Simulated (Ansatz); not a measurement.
Compare A (`N[SiH2]NCO`) with its isomer B (`CO[SiH](N)N`).

Gas-phase electronic energies from Ansatz, PBE0-D4/def2-TZVP geometries. CCSD(T)/CBS is the MP2 limit (def2-TZVPP, def2-QZVPP) plus CCSD(T) − MP2 in def2-TZVPP, frozen cores. Functionals use def2-TZVPP. B3LYP here is the variant with VWN-RPA as its local correlation; programs differ in this. Each species was taken in one conformer, which may not be the lowest.

Q: Which is lower in electronic energy at CCSD(T)/CBS, and by how much? (An estimate is asked.)

A: The calculation gave: B, by 160.2 kJ/mol.

Q: Give E(B) − E(A) in kJ/mol with MP2/def2-TZVPP, B3LYP-D4, HF/def2-TZVPP, CCSD/def2-TZVPP, PBE-D4, r2SCAN-D4, PBE0-D4. (An estimate is asked.)

A: The calculation gave: MP2/def2-TZVPP -161.9, B3LYP-D4 -159.2, HF/def2-TZVPP -166.3, CCSD/def2-TZVPP -159.4, PBE-D4 -145.4, r2SCAN-D4 -159.6, PBE0-D4 -150.4. None reverses the order clearly.

Largest T1 diagnostic: 0.011.

From PBE to PBE0 (25 % exact exchange), in def2-TZVPP and without D4, E(B) − E(A) moves by −5.2 kJ/mol. In def2-TZVPP, CCSD(T) changes the Hartree–Fock value by +8.6 kJ/mol (the triples alone add +1.7 kJ/mol) and MP2 by +4.4 kJ/mol.
